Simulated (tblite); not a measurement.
Species: (CF3)2P-PF2, C2F8P2.
Z-matrix (Å and degrees, GFN2-xTB geometry), rows numbered from 1:
```
F 
P   1  1.6036
F   2  1.6059  1   94.21
P   2  2.2399  1   95.74  3   -95.77
C   4  1.8973  2   92.42  1   166.05
F   5  1.3315  4  111.48  2   136.50
F   5  1.3429  4  113.47  2    14.87
F   5  1.3320  4  109.19  2  -104.42
C   4  1.8937  2   89.29  1   -98.65
F   9  1.3280  4  112.25  2  -178.07
F   9  1.3381  4  113.57  2   -55.42
F   9  1.3399  4  108.30  2    62.97
```

Calculated harmonic vibrations of the isolated species, GFN2-xTB (tblite), most abundant isotopes, no scaling. The method is semi-empirical: single wavenumbers can be off by several per cent or more. One conformer, not necessarily the lowest.

Harmonic wavenumbers (cm⁻¹): 33.6, 38.3, 50.1, 76.0, 86.4, 116.0, 181.3, 202.4, 218.1, 244.3, 261.1, 269.7, 349.4, 424.8, 430.9, 452.3, 460.1, 472.3, 496.6, 514.9, 670.9, 673.4, 728.1, 778.9, 1027.9, 1043.5, 1058.9, 1073.0, 1086.2, 1102.0.

A = 832.4, B = 766.3, C = 486.4 MHz; mass 237.935 u (most abundant isotopes); point group C1, symmetry number 1.

Zero-point energy?

½Σν̃ = 7311 cm⁻¹ = 20.90 kcal/mol.

What is S at 273.15 K and 1 bar for an ideal gas of classical rigid rotors and harmonic oscillators?

Translation 41.89, rotation 31.06, vibration 42.88: S = 115.8 cal/(mol K).

And Cp and H(273.15 K) − H(0)?

Cp = 44.58 cal/(mol K), of which vibrations give 36.64 (their classical limit is 30 R = 59.6); H(273.15 K) − H(0) = 7.92 kcal/mol without the zero-point energy, 5.75 from vibrations.

How do the functions run with temperature in this model?

```
 T (K)  S (cal/(mol K))  Cp (cal/(mol K))  H − H(0) (kcal/mol)  G − H(0) (kcal/mol)  ln q(vib)
   150             92.9              32.1                 3.14               -10.80       5.93
   250            112.0              42.7                 6.91               -21.08      10.09
298.15            119.8              46.5                 9.06               -26.67      11.95
   400            134.4              52.6                14.12               -39.63      15.63
   600            157.1              59.3                25.39               -68.90      21.93
   900            182.1              63.4                43.90              -120.00      29.61
```

q(vib) and H(0) count from the zero-point level.

What must be added to the electronic energy to get the Gibbs energy at 273.15 K and 1 bar?

ZPE + [H(273.15 K) − H(0)] − T·S = 20.90 + 7.92 − 31.64 = -2.82 kcal/mol.

Hindered rotation and anharmonicity are outside this model. Other conformers, if any are populated, would add a mixing term that is left out. The structure is chiral; the term R ln 2 for an equal mix with its mirror image is left out.
